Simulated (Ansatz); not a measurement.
Total energies of Pt(PH3)2 (P2PtH6) from Ansatz at PBE0-D4/def2-TZVPD, gas phase (1 Eh = 27.2114 eV = 2625.5 kJ/mol). The reference geometry is relaxed at PBE0-D4/def2-SVP.

```xyz
9

Pt    0.001   -0.005   -0.004
P    -2.189   -0.445    0.174
H    -3.142    0.539   -0.207
H    -2.747   -0.755    1.445
H    -2.756   -1.534   -0.543
P     2.189    0.443   -0.176
H     2.771    0.659   -1.455
H     3.145   -0.495    0.302
H     2.727    1.593    0.464
```

```
                 state   geometry  energy (Eh)
      charge 0 singlet  reference   -805.47308
     charge -1 doublet  reference   -805.45075
free Pt atom (triplet)          –   -119.25494
 free P atom (quartet)          –   -341.13519
 free H atom (doublet)          –     -0.50104
```

In the def2 sets Pt takes a core potential; there is no spin–orbit coupling.

(1) Work out the vertical electron affinity, to the doublet.

(2) What is the binding energy per atom against free atoms?

(1) E(charge 0 singlet) − E(charge -1 doublet) = -805.47308 − (-805.45075) = -0.02233 Eh = -0.61 eV; negative, so the extra electron isn't bound.

(2) Atoms: 1 × (-119.25494) + 2 × (-341.13519) + 6 × (-0.50104) = -804.53156 Eh. Binding: -804.53156 − (-805.47308) = 0.94152 Eh = 25.62 eV, or 2.85 eV for each of 9 atoms (no zero-point energy, no counterpoise term).

At PBE0-D4/def2-TZVPD the highest occupied level of the charge -1 doublet lies above zero (up to 1.71 eV). By energy differences it is unbound by 0.61 eV (vertical, to the charge 0 singlet, at PBE0-D4/def2-TZVPD) and held by the finite basis.
